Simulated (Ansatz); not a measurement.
Ansatz (a program for electronic structure) input (B3LYP/6-31G* with LANL2DZ past Ar): The .json file joins the Basis Set Exchange's 6-31G* for atoms up to Ar and LANL2DZ past it.

Ansatz 0.2 input:
```yaml
crystal:
  periodic: [false, false, false]
  atoms:
    - {symbol: Sn, position_ang: [-0.00000000, -0.00000000, -0.25683125]}
    - {symbol: O, position_ang: [0.00000000, 0.00000000, 1.60519529]}
basis:
  gaussian:
    orbitals: 6-31Gs+LANL2DZ.json
hamiltonian:
  xc: {name: B3LYP}
total_charge: -1
magnetization: {spin_polarized: true, initial_magnetization: 1}
phonons: {temperatures: {t_min: 298.15, t_max: 298.15, t_step: 100}}
```

Question: Which harmonic wavenumbers does it give?

Answer: 683 cm⁻¹ (unscaled; negative means imaginary).
